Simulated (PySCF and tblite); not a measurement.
Values are calculated unless marked as measured or tabulated.
C₆H₁₂Se, numbered as in [CH3:1][C@H:2]1[CH2:3][CH2:4][C@H:5]([CH3:6])[Se:7]1.

Geometries GFN2-xTB; weights from PBE0-D3(BJ)/pcSseg-1 energies and GFN2-xTB thermal corrections, with symmetry numbers and mirror pairs. Conformers within 2.5 kcal/mol (GFN2-xTB free energy) were kept, 3 at most. GIAO shieldings: PBE0/pcSseg-1. Shifts are against TMS (¹H), TMS (¹³C), Me2Se (⁷⁷Se) at the same level. Run with PySCF (density fitting) and tblite.

The 5-ring runs over atoms 2–3–4–5–7.

```csv
conformer,shape,symmetry,E(GFN2) kcal/mol,E(DFT) kcal/mol
1,"5-ring twist (ring torsions -56, 41, -14, -14, 41°)",C2,0.00,0.00
2,"5-ring twist (ring torsions 54, -39, 14, 14, -39°)",C2,0.63,0.25
```

**Question.** How much do the weights at 298.15 K and the averaged shift of Se7 depend on how the conformers are weighted?

**Answer.** 
| weighting | 1 (%) | 2 (%) | δ (ppm) | rms dipole (D) |
| --- | --- | --- | --- | --- |
| DFT energy with thermal terms, symmetry and mirror images (full scheme) | 68 | 32 | 426.0 | 1.94 |
| DFT energy with symmetry and mirror images | 60 | 40 | 430.1 | 1.94 |
| bare DFT energy | 60 | 40 | 430.1 | 1.94 |
| GFN2-xTB energy with symmetry and mirror images | 74 | 26 | 422.6 | 1.94 |
| GFN2-xTB free energy | 80 | 20 | 419.4 | 1.94 |
| leading conformer alone | 100 | 0 | 408.5 | 1.95 |
| equal weights | 50 | 50 | 435.9 | 1.94 |

The largest departure from the full scheme, 17.4 ppm, comes with: leading conformer alone.

Spin–orbit effects of the heavy atoms on shieldings are missing.
